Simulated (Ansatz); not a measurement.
System: NaOH, charge 0, triplet. This triplet is an excited state, 3.3 eV above the singlet at CCSD(T)/def2-QZVPP (Ansatz, a quantum-chemistry and plane-wave program). NaOH (parent SMILES [OH][Na], triplet).
B3LYP-D3(BJ)/def2-TZVP minimum from Ansatz:
```xyz
3

Na    -0.9453    -0.3741    -0.7251
O      1.1590     0.3483     0.8812
H      1.1264     1.3288     0.9262
```
Charge 0, spin multiplicity 3.

Total energies in def2-QZVPP, 8 correlated electrons, 6 frozen orbitals. Radicals and triplets start from unrestricted determinants; spin-orbit coupling is neglected. Cores are frozen in correlated methods. No relativity. The spin of HNaO (parent SMILES [OH][Na], triplet) was assumed, and the state is the lowest solution found for it.

```
method    program  energy (Eh)  minus CCSDT(Q) (mEh)
--------  -------  -----------  --------------------
HF         Ansatz   -237.28681                238.38
MP2        Ansatz   -237.50586                 19.33
CCSD       Ansatz   -237.51805                  7.14
CCSD(T)    Ansatz   -237.52460                  0.59
CCSDT(Q)   Ansatz   -237.52518                  0.00
```

Rough core times of Ansatz's runs on a shared machine: CCSD(T) 4 min, CCSDT(Q) 50 min.
